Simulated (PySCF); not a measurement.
Working out the ionisation energy of Se⁺

Se⁺ [Ar] 3d10 4s2 4p3 (4S) → Se²⁺ [Ar] 3d10 4s2 4p2 (3P). Computed with PySCF 2.14 in def2-TZVPPD (7s6p5d1f, 57 functions), with the non-relativistic Hamiltonian (point nucleus). Frozen: [Ar] 3d10. Energies in hartree (1 hartree = 27.21139 eV):

```csv
part,Se⁺ (lower),Se²⁺ (upper)
UHF,-2399.512074,-2398.746358
CCSD correlation,-0.090765,-0.073735
(T),-0.002644,-0.001574
```

Question: What does Hartree-Fock give?

Answer: (-2398.746358) − (-2399.512074) = 0.765716 hartree = 20.836 eV.

Question: What do CCSD and CCSD(T) give?

Answer: The CCSD correlation energies differ by 0.017030 hartree = 0.463 eV and the triples by 0.001070 hartree = 0.029 eV, so CCSD gives 21.299 eV and CCSD(T) 21.328 eV.

A first-order spin-orbit estimate adds -0.273 eV to CCSD(T) (valence), giving 21.055 eV against 21.196 ± 0.01 eV (measured; NIST Atomic Spectra Database, ionization energies).

The calculation is non-relativistic.

What remains against the reference includes basis incompleteness, the frozen core and higher excitations.
